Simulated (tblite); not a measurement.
Computed with GFN2-xTB (tblite): harmonic, unscaled wavenumbers at the GFN2-xTB geometry, gas phase. Errors from tens to a few hundred cm⁻¹ against measured bands are possible. Modes of hydrogen on phosphorus and silicon can be 10 to 20 % off. One conformer each. Thermal functions are those of the rigid rotor and harmonic oscillator, without mixing of conformers.

Problem. Order these by their zero-point energy, highest first (kcal/mol).
A. `CS(C)=O`
B. `C[C@@H](C(=O)[O-])C1[C@H](F)[C@H]1F`
C. `O/C(=C/c1ccccc1)c1ccc(O)cc1`
D. `C=CC[Si@@H](F)[SiH2]P`
E. `C=CC[PH+]1CCOCC1`
F. `PP1CCCCCC1`
G. `C=CCC[C+](C)/C=C/F`

Solution. C (135.6), E (120.8), F (116.9), G (108.8), B (75.7), D (71.6), A (48.6).

```csv
SMILES,atoms,mass (u),symmetry number,modes under 300 cm⁻¹,ZPE (kcal/mol),S translation (cal/(mol K)),S rotation,S vibration,S,Cp
O/C(=C/c1ccccc1)c1ccc(O)cc1,28,212.08,1,8,135.6,40.0,31.4,28.1,99.5,39.0
C=CC[PH+]1CCOCC1,23,145.08,1,8,120.8,38.9,28.3,20.2,87.4,29.1
PP1CCCCCC1,22,148.06,1,7,116.9,38.9,28.3,15.2,82.4,27.9
C=CCC[C+](C)/C=C/F,21,127.09,1,9,108.8,38.5,28.8,23.7,91.1,30.5
C[C@@H](C(=O)[O-])C1[C@H](F)[C@H]1F,17,149.04,1,7,75.7,39.0,28.8,21.1,88.9,28.6
C=CC[Si@@H](F)[SiH2]P,17,152.00,1,9,71.6,39.0,28.7,28.6,96.3,33.1
CS(C)=O,10,78.01,1,3,48.6,37.0,23.7,6.5,67.2,17.0
```

Entropies and Cp are for 200 K and 1 bar.
